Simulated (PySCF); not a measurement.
Radial density of Ni (nickel, neutral)

PBE, [Ar] 3d8 4s2, high-spin 3F determinant. Calculation: PySCF 2.14, in cc-pVDZ-DK (6s5p3d1f, 43 functions); scalar relativity by spin-free X2C-1e.

```csv
r (bohr),4πr²ρ (e/bohr),4πr²(ρα − ρβ)
0.000960,0.2574,0.0000
0.00161,0.6447,0.0000
0.00271,1.581,0.0001
0.00457,3.739,0.0002
0.00768,8.325,0.0004
0.0129,16.65,0.0008
0.0217,27.69,0.0013
0.0365,34.06,0.0016
0.0615,29.02,0.0038
0.103,28.93,0.0271
0.174,38.51,0.1753
0.293,22.22,0.7957
0.492,18.02,1.8829
0.828,16.73,1.7942
1.39,4.553,0.6842
2.34,1.335,0.1074
3.94,0.3508,-0.0085
6.63,0.01757,-0.0019
11.1,5.806e-05,0.0000
```

Densities and radii are taken from the X2C orbitals without a picture-change correction, which distorts them close to the nucleus.

Task: Where is the radial spin density 4πr²(ρα − ρβ) most negative, and why is it negative at all?

Result: Around r = 3.94 bohr, down to -0.0085 e/bohr: exchange with the open shell polarises the paired shells in an unrestricted calculation.
